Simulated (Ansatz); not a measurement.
Stepwise reaction of `[SH][Zr]([SH])([Cl])[Cl]` with hydrogen sulfide, as a gas-phase model of exchange steps in deposition or etching. ΔE in kJ/mol; ΔG adds harmonic PBE0-D4 terms to CCSD(T)/CBS, at 1 bar.

Calculated with Ansatz (gas phase, PBE0-D4/def2-TZVP geometries, no zero-point term in ΔE). CCSD(T)/CBS adds triple-zeta CCSD(T) − MP2 to the extrapolated MP2 energy (def2 sets, frozen cores). This one scheme is used for every species. Functionals use def2-TZVPP. B3LYP here is the variant with VWN-RPA as its local correlation; programs differ in this. Elements past krypton have def2 core potentials. For Zr outer-core shells are correlated without core-valence functions, which leaves a few kJ/mol of doubt a bond. Each species was taken in one conformer, which may not be the lowest.

```
step                                                             reaction  PBE-D4  B3LYP-D4  ωB97M-V  CCSD(T)/CBS  ΔG(500 K)
   1  `[SH][Zr]([SH])([Cl])[Cl]` + H₂S → `[SH][Zr]([SH])([SH])[Cl]` + HCl    61.1      67.7     68.6         64.9       66.7
```

**Question.** Give the row of step 2, `[SH][Zr]([SH])([SH])[Cl]` + H₂S → `[SH][Zr]([SH])([SH])[SH]` + HCl. (Estimate.)

**Answer.** Ansatz gave: 
```csv
step,reaction,PBE-D4,B3LYP-D4,ωB97M-V,CCSD(T)/CBS,ΔG(500 K)
2,`[SH][Zr]([SH])([SH])[Cl]` + H₂S → `[SH][Zr]([SH])([SH])[SH]` + HCl,62.0,68.0,68.9,65.1,65.5
```

**Question.** By hand: ΔE of the 2 steps together at CCSD(T)/CBS.

**Answer.** (64.9) + (65.1) = 130.0 kJ/mol, or 65.0 kJ/mol a step.

In ΔE the steps differ by no more than 0.2 kJ/mol. All are uphill at CCSD(T)/CBS. ΔG lies between 65.5 and 66.7 kJ/mol a step. PBE-D4 differs from CCSD(T)/CBS by -3.8 to -3.1 kJ/mol a step. Isolated molecules leave out the surface, adducts and barriers. Largest T1 diagnostic: 0.019.
